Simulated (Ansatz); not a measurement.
`CO[SiH](F)[SiH3]` and `F[SiH]([SiH3])O[SiH3]` differ in one atom or group.

Ansatz, PBE0-D4/def2-TZVP geometries, multiplicity 1. Each molecule was computed in one conformer, which needn't be the lowest.

| property | `CO[SiH](F)[SiH3]` |
| --- | --- |
| HOMO energy (PBE0/def2-TZVPP) / eV | -8.24 |
| LUMO energy (B3LYP/def2-TZVPP) / eV | -0.27 |
| HOMO–LUMO gap (ωB97M-V/def2-TZVPP) / eV | 11.98 |
| size of the dipole moment (PBE/def2-TZVPP) / D | 1.42 |
| HOMO–LUMO gap (PBE/def2-TZVPP) / eV | 6.03 |
| zero-point energy (PBE0-D4/def2-TZVP) / kJ/mol | 208.1 |

Q: What does the change do to each property? (Best estimate.)

A: The calculation gave: 
| property | `F[SiH]([SiH3])O[SiH3]` | shift |
| --- | --- | --- |
| HOMO energy (PBE0/def2-TZVPP) / eV | -8.12 | 0.12 |
| LUMO energy (B3LYP/def2-TZVPP) / eV | -0.63 | -0.36 |
| HOMO–LUMO gap (ωB97M-V/def2-TZVPP) / eV | 11.48 | -0.50 |
| size of the dipole moment (PBE/def2-TZVPP) / D | 1.15 | -0.27 |
| HOMO–LUMO gap (PBE/def2-TZVPP) / eV | 5.59 | -0.44 |
| zero-point energy (PBE0-D4/def2-TZVP) / kJ/mol | 175.5 | -32.6 |

With PBE0 the HOMO rises by 0.12 eV and the LUMO falls by 0.35 eV, so the gap narrows by about 0.47 eV. PBE moves the HOMO by 0.09 eV and ωB97M-V by 0.12 eV. Dipoles are sizes alone; their direction can turn.

B3LYP here is the variant with VWN-RPA as its local correlation; programs differ in this.
